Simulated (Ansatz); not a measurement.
Abridged output of a molecular run in Ansatz:

```
Functional definition: HF
1387 factors; integrals over basis functions are off by at most 1.1e-3 eV
mean field evaluation 1: about -23961.3600 eV, gradient 4.1e1 eV
mean field evaluation 2: about -23961.6161 eV, gradient 4.2e1 eV
mean field evaluation 4: about -23965.3395 eV, gradient 3.8e0 eV
mean field evaluation 8: about -23965.4171 eV, gradient 3.2e-1 eV
mean field evaluation 16: about -23965.4176 eV, gradient 2.3e-6 eV
mean field -23965.41759550 eV, -880.7128522910 hartree, gradient 2.3e-6 eV, S^2 0.000000; 0 other end points of the search recorded, 0 dependent functions left out
13 core orbitals not correlated: weight in the atoms' cores, before any rotation towards them, 1.000 or more for the frozen orbitals, at most 0.000 for the correlated occupied ones
reference -23965.41759550 eV, -880.7128522910 hartree; 15, 15 occupied and 205, 205 virtual orbitals, 1387 factors
second order -24.67033547 eV of doubles, -0.00000000 eV of singles
cycle   1  -25.01837383 eV  change   -3.5e-1 eV  update   1.1e-1
cycle   2  -25.63802447 eV  change   -6.2e-1 eV  update   3.6e-2
cycle   3  -25.78642691 eV  change   -1.5e-1 eV  update   1.9e-2
cycle   4  -25.77022449 eV  change    1.6e-2 eV  update   4.7e-3
cycle   5  -25.76708629 eV  change    3.1e-3 eV  update   2.1e-3
cycle   6  -25.76790924 eV  change   -8.2e-4 eV  update   8.0e-4
cycle   7  -25.76745154 eV  change    4.6e-4 eV  update   3.0e-4
cycle   8  -25.76737300 eV  change    7.9e-5 eV  update   1.3e-4
cycle   9  -25.76744460 eV  change   -7.2e-5 eV  update   4.6e-5
cycle  10  -25.76745197 eV  change   -7.4e-6 eV  update   1.7e-5
perturbative correction -1.04156896 eV, -0.0382769532 hartree
Total energy: -23992.22661642 eV, -881.6980656382 hartree
```

Its atoms:

Cartesian coordinates in Å:
```
F -1.088 -1.196 2.797
Si -1.615 -0.654 1.364
N -0.116 -0.099 0.750
C 0.049 0.481 -0.547
S 1.012 -0.656 -1.612
H -0.936 0.646 -0.989
H 0.746 -0.214 1.269
H 0.574 1.437 -0.502
H 1.374 0.255 -2.530
```

Problem. Which basis set was used?
A. cc-pV(Q+d)Z
B. def2-TZVPP
C. def2-TZVPPD
D. def2-SVPD

Solution. B. It gives 233 functions.

Problem. Write the keys of the input that set method, charge and spin (a neutral closed shell needs none for the last two).

Solution. 
```yaml
correlation: {method: ccsd_t}
```
